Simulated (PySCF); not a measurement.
PySCF input file for Ga(F)(Cl)(Et) (C2H5ClFGa), SMILES C[CH2][Ga]([F])[Cl], C-PCM-B3LYP/def2-SVP. The structure is a stationary point at B3LYP-D3(BJ)/def2-SVP. The structure was generated by enumeration; whether it is a known compound was not checked. One conformer was computed; it need not be the lowest.

```python
import numpy as np
from pyscf import gto, scf, dft
from pyscf.solvent import pcm

mol = gto.M(
    atom='''
    Ga    0.11637148   -0.08514983   -0.00000000
    F     1.86932602    0.07145039    0.00000000
    Cl   -0.52829138   -2.14266326    0.00000000
    C    -1.03559256    1.50687507   -0.00000000
    C    -0.27183140    2.83381493    0.00000000
    H    -1.69304274    1.41084326    0.88049055
    H    -1.69304273    1.41084326   -0.88049055
    H     0.37456362    2.93396375   -0.88548931
    H     0.37456363    2.93396375    0.88548931
    H    -0.96899474    3.68811257   -0.00000000
    ''',
    basis='def2-SVP',
    charge=0,
    spin=0,
    max_memory=1600,
    verbose=3,
)
mf = dft.RKS(mol, xc='b3lyp').density_fit(auxbasis='def2-universal-jkfit')
mf.grids.level = 3
mf.conv_tol = 1e-9
mf.max_cycle = 100
mf.kernel()
res = {}
for name, eps in {'water': 78.355, 'methanol': 32.613, 'N,N-dimethylformamide': 37.219}.items():
    s = mf.PCM()
    s.with_solvent.method, s.with_solvent.eps, s.with_solvent.lebedev_order = 'C-PCM', eps, 29
    s.kernel(mf.make_rdm1())
    res[name] = (s.e_tot, eps, s.dip_moment(), s.mo_energy, s.converged)
    print(f'{name}: electrostatic solvation free energy {(s.e_tot - mf.e_tot) * 627.509474:.3f} kcal/mol')
```

Program output:

```
converged SCF energy = -2563.76158908537

WARN: PCM is an experimental feature. It is still in testing.
Features and APIs may be changed in the future.

converged SCF energy = -2563.77232485867
Dipole moment(X, Y, Z, Debye): -2.59252,  2.96305, -0.00000
water: electrostatic solvation free energy -6.737 kcal/mol

WARN: PCM is an experimental feature. It is still in testing.
Features and APIs may be changed in the future.

converged SCF energy = -2563.77210481545
Dipole moment(X, Y, Z, Debye): -2.58250,  2.95137, -0.00000
methanol: electrostatic solvation free energy -6.599 kcal/mol

WARN: PCM is an experimental feature. It is still in testing.
Features and APIs may be changed in the future.

converged SCF energy = -2563.77215137089
Dipole moment(X, Y, Z, Debye): -2.58461,  2.95384, -0.00000
N,N-dimethylformamide: electrostatic solvation free energy -6.628 kcal/mol
```

The calculation finished and met its thresholds.
